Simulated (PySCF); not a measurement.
SMILES [BeH2] (H2Be) (CAM-B3LYP/def2-SVP optimised geometry):

```
3

Be     0.000     0.000     0.000
H      1.331     0.000     0.000
H     -1.331     0.000     0.000
```

Method: CAM-B3LYP/def2-TZVP (PySCF).

Task: What are the frontier orbital energies and the dipole moment?

Result: HOMO-2 -111.88 eV, HOMO-1 -11.38 eV, HOMO -10.32 eV, LUMO 0.16 eV, LUMO+1 0.16 eV; dipole moment 0.00 D.

On the same geometry PBE/def2-TZVP in PySCF 2.14.0 gives HOMO-2 -104.77 eV, HOMO-1 -8.42 eV, HOMO -7.47 eV, LUMO -1.57 eV, LUMO+1 -1.57 eV; dipole moment 0.00 D.

Meta-Löwdin charges at CAM-B3LYP/def2-TZVP: Be1 0.99, H2 -0.50, H3 -0.50.
